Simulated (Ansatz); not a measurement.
A nudged elastic band was laid between two geometries of ClFGeH$_{3}$In (7 atoms, charge 0, multiplicity 1).

Computed with Ansatz, RKS PBE0-D4/def2-SVP.

| Property | Result |
| --- | --- |
| movable images | 5 |
| climbing image | yes |
| spring | 5.0 eV/Å² |
| optimiser | quadratic models (default) |
| start path | IDPP |
| force threshold | 0.05 eV/Å |
| iteration limit | 60 |
| end points | relaxed |

Initial state:

```xyz
7
Properties=species:S:1:pos:R:3
F -0.124 -2.396 1.663
In 0.685 -0.875 0.728
Cl 3.002 -0.897 1.106
Ge -0.691 0.807 -0.673
H -1.218 0.076 -1.918
H -1.867 1.307 0.178
H 0.213 1.977 -1.084
```

Final state:

```xyz
7
Properties=species:S:1:pos:R:3
F 1.104 -2.698 0.159
In 0.680 -0.873 0.735
Cl 1.578 -0.527 2.877
Ge -0.653 0.790 -0.730
H -1.940 0.102 -1.207
H -0.985 2.036 0.102
H 0.217 1.170 -1.937
```

Task: What changes between the two ends?

Result: No bond is made or broken. The dihedral Cl3–In2–Ge4–H6 goes from -129 to -9°. The two ends are copies of one structure, up to a mirror image or an exchange of like atoms.

Task: What energy profile does the band end with?

Result: It converged. The highest image is number 3 of 0 to 6, 0.001 eV above the ends, which have the same energy within 2 meV. The top lies less than 8 meV above the higher end, about what the thresholds resolve: that end is a shoulder or a very shallow well. A vibrational analysis at the climbing image gives no mode beyond 40i cm⁻¹: the surface is too flat there to confirm a saddle point.

```tsv
image	path coordinate (Å)	energy (eV)	dihedral Cl3–In2–Ge4–H6 (°)
0	0.00	0.000	-129
1	0.61	0.000	-109
2	1.23	0.001	-89
3	1.84	0.001	-69
4	2.45	0.001	-49
5	3.07	0.000	-29
6	3.68	0.000	-9
```

Task: What is the geometry of the highest image?

Result: 
```xyz
7
Properties=species:S:1:pos:R:3
F 0.271 -2.788 0.775
In 0.692 -0.872 0.729
Cl 2.538 -0.466 2.123
Ge -0.678 0.796 -0.704
H -1.633 -0.014 -1.591
H -1.473 1.717 0.234
H 0.282 1.628 -1.566
```

The run took 73 s on 2 threads of Arm Neoverse V1 (shared host), peak memory 0.27 GiB.
